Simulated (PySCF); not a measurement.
An unknown is described by computed data only.

Formula: C2H7BO3Si.

* Valence photoelectron: vertical ionisation energy: 8.99 eV [ΔSCF B3LYP/def2-SVPD]
* UV, first state: lowest singlet excitation: 5.62 eV (220 nm, f = 0.001) [TDDFT B3LYP/def2-SVPD]
* Rotational structure: rotational constants A, B, C: 7.620, 0.746, 0.686 GHz [PBE0-D3(BJ)/def2-SVP]
* 13C NMR: chemical shifts (computed TMS as zero) by class: 161.8 (1 C), 95.6 (1 C) ppm [GIAO KT2/pcSseg-2]
* Dipole: 0.93 D [B3LYP/def2-SVPD]
* 1H NMR: chemical shifts (computed TMS as zero) by class: 7.36 (1 H), 5.13 (3 H), 4.50 (1 H), 3.09 (2 H) ppm [GIAO KT2/pcSseg-2]
* UV, strongest line: among the 10 lowest singlet transitions: S3 at 5.96 eV (208 nm, f = 0.478) [TDDFT B3LYP/def2-SVPD]
* Polarisability: 81.9 au [B3LYP/def2-SVPD]
* NMR, other nuclei: isotropic shieldings of nuclei other than C and H, by class: 74 (1 B), 196 (1 O), 214 (2 O), 380 (1 Si) ppm [GIAO KT2/pcSseg-2]

Electronic properties: PySCF, gas phase, density fitting. Levels stand in brackets. Isolated species at its PBE0-D3(BJ)/def2-SVP geometry (one conformer only). NMR classes are plain means over equivalent atoms (diastereotopic ones count apart unless rotation or inversion swaps them), as if these changed places fast.

Q: Propose a structure and show how it fits.

A: Numbering: `[OH:1][B:2]([OH:3])/[CH:4]=[CH:5]/[O:6][SiH3:7]`. 2 carbons fall into 2 classes; from least to most shielded: vinylic carbon bearing oxygen [C5] (161.8 ppm), alkene CH carbon [C4] (95.6 ppm). Hydrogen classes from least to most shielded: 1 H on a vinylic carbon bearing oxygen, C5 (7.36 ppm), 3 H on an oxygen-bound silicon, Si7 (5.13 ppm), 1 H on an alkene CH carbon, C4 (4.50 ppm), 2 H on 2 boron-bound oxygens, O1/O3 (3.09 ppm). The other shieldings belong to: 74 ppm, three-coordinate boron [B2]; 196 ppm, silyl ether oxygen [O6]; 214 ppm, boron-bound oxygen [O1/O3]; 380 ppm, oxygen-bound silicon [Si7]. The first electron is taken from the HOMO, whose largest Löwdin shares are 0.36 on the alkene CH carbon, 0.23 on the vinylic carbon bearing oxygen, 0.21 on the silyl ether oxygen and 0.06 on the three-coordinate boron. By its constants the optimised geometry is an asymmetric top. Structure: `OB(O)/C=C/O[SiH3]`. The assignments are read from this structure; whether some other isomer fits the data as well wasn't checked.

The values belong to the conformer `[OH:1][B:2]([OH:3])/[CH:4]=[CH:5]/[O:6][SiH3:7]`: O1–B2–C4–C5 180°, C4–C5–O6–Si7 173°, H–O1–B2–O3 180°, H–O3–B2–O1 0°.
